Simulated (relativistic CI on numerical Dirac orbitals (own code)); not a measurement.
# What each ingredient does to the levels of Ta⁵⁰⁺

Base calculation: Dirac-Coulomb-Breit CI, orbitals from a KLI potential per configuration, model QED (radiative potential, 1s self-energy scaled to tabulated hydrogen-like ionisation energies), unscaled Slater integrals.

Configurations in the expansion (outside the closed core [Ne]): 3s2.3p6.3d5, 3s2.3p5.3d6, 3s2.3p4.3d7, 3s.3p6.3d6, 3p6.3d7, 3s.3p5.3d7, 3s2.3p6.3d4.4s, 3s2.3p6.3d4.4p, 3s2.3p4.3d6.4s, 3s2.3p5.3d5.4s, 3s2.3p6.3d4.4f, 3p6.3d6.4s, 3s2.3p6.3d3.4s2, 3s2.3p6.3d4.5s, 3p6.3d5.4s2. Levels of other configurations are missing.

The lowest level and the first level of each name with at least 55 % of one term (blank where a level has no safe partner in the second run):

```
               Level  Base (eV)  Shift (eV)
  3s2.3p6.3d5 4P_5/2      0.000       0.000
  3s2.3p6.3d5 2D_3/2     97.336      -0.181
  3s2.3p6.3d5 4G_9/2    130.326      -0.337
 3s2.3p6.3d5 2I_13/2    133.636      -0.341
  3s2.3p6.3d5 4D_1/2    134.815      -0.339
  3s2.3p6.3d5 2G_7/2    145.176      -0.337
  3s2.3p6.3d5 4F_5/2    146.956      -0.337
  3s2.3p6.3d5 2P_3/2    178.022      -0.333
3s2.3p5.3d6 4H°_13/2    431.555      +0.396
3s2.3p5.3d6 4I°_15/2    440.223      +0.395
```

At this charge energies of transitions that change n are usually good to better than 1 %, and those within a shell (Δn = 0) to a few per cent.

(1) One thing was changed in a second run, which moved the levels as shown. Which?
A. Breit term removed
B. configuration mixing switched off
C. QED terms removed

## Answers

(1) C. QED terms removed. QED shifts follow the density of s (and p1/2) electrons at the nucleus, so configurations move by their count of such electrons; where none moves, the smaller shifts of p3/2 electrons and of j = l + 1/2 against j = l − 1/2 set the pattern.

LS names give the leading component of a level, which can be under half, so a name can repeat, a term be missing and a line seem to break the LS rules.
